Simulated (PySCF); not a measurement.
Orbital picture of BBr⁺

r²SCAN0 at R = 1.754 Å; PySCF, no relativity, basis sets B def2-TZVPPD, Br def2-TZVPPD. State: ²Σ⁺ (doublet), unpaired electrons σ ↑. Only the outer orbitals are listed, counted within each symmetry.

```csv
spin,orbital,occ.,ε (eV),on B (%),main shells (%)
α,8σ,1,-31.56,4,92 Br s
α,9σ,1,-21.76,41,"45 Br p, 40 B s, 13 Br s"
α,4π,1,-17.61,17,"82 Br p, 16 B p"
α,4π,1,-17.61,17,"82 Br p, 16 B p"
α,10σ,1,-17.20,82,"44 B p, 38 B s, 17 Br p"
α,5π,0,-9.83,78,"78 B p, 16 Br p"
α,5π,0,-9.83,78,"78 B p, 16 Br p"
α,11σ,0,-4.23,34,"32 Br p, 30 Br d, 22 B p"
β,8σ,1,-31.41,4,92 Br s
β,9σ,1,-21.14,34,"52 Br p, 27 B s, 13 Br s"
β,4π,1,-17.58,12,"87 Br p, 10 B p"
β,4π,1,-17.58,12,"87 Br p, 10 B p"
β,10σ,0,-10.88,92,"71 B s, 20 B p, 10 Br p"
β,5π,0,-8.43,79,"80 B p, 12 Br p, 9 Br d"
β,5π,0,-8.43,79,"80 B p, 12 Br p, 9 Br d"
```

Q: Which are the highest filled and the lowest empty level, where do they sit, and how wide is the gap?

A: Highest filled α 10σ at -17.20 eV (in %: 44 B p, 38 B s, 17 Br p); lowest empty β 10σ at -10.88 eV (in %: 71 B s, 20 B p, 10 Br p); the gap at r²SCAN0 is 6.32 eV.

```
bond order (Mayer)                                                                                                 : 1.70
⟨S²⟩                                                                                                               : 0.762
charge on B (Mulliken, basis-dependent)                                                                            : 0.74
charge on B (Löwdin, basis-dependent)                                                                              : -0.06
dipole moment (positive dipole points towards Br; it is taken about the centre of mass and depends on that origin) : -3.36 D
```

Spin–orbit coupling is left out. The state was picked by a PBE0 search and need not be the measured ground state.
